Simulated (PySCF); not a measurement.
Gas-phase reaction: GaH(CH₃)₂ → GaH + C₂H₆

Computed with PySCF and rigid-rotor harmonic-oscillator thermochemistry at 1 bar. † marks an energy on the PBE0/def2-TZVP geometry and frequencies; other levels use their own. MP2 and CCSD(T) freeze the core. 6-31G* has spherical d functions here. All species are closed-shell singlets. B3LYP is the form with VWN-RPA correlation. Ga: all electrons, no relativistic terms. GaH(CH₃)₂, GaH: computed as isolated molecules; such fragments, hydroxides, amides, oligomers or adducts are transient or little studied in the gas. MP2 isn't extrapolated to the basis-set limit. CCSD(T) isn't extrapolated to the basis-set limit.

CCSD(T)/def2-SVP† gives ΔH°(298 K) = 78 kJ.

Question: What do B3LYP/6-31G*, B3LYP/def2-TZVP†, MP2/def2-SVP† give?

Answer: B3LYP/6-31G*: 53 kJ; B3LYP/def2-TZVP†: 68 kJ; MP2/def2-SVP†: 104 kJ. For scale, ΔH°(298 K) is 78 kJ at this level, 93 kJ at ωB97M-V/def2-TZVP†, and runs from 53 to 127 kJ over the 19 levels computed.
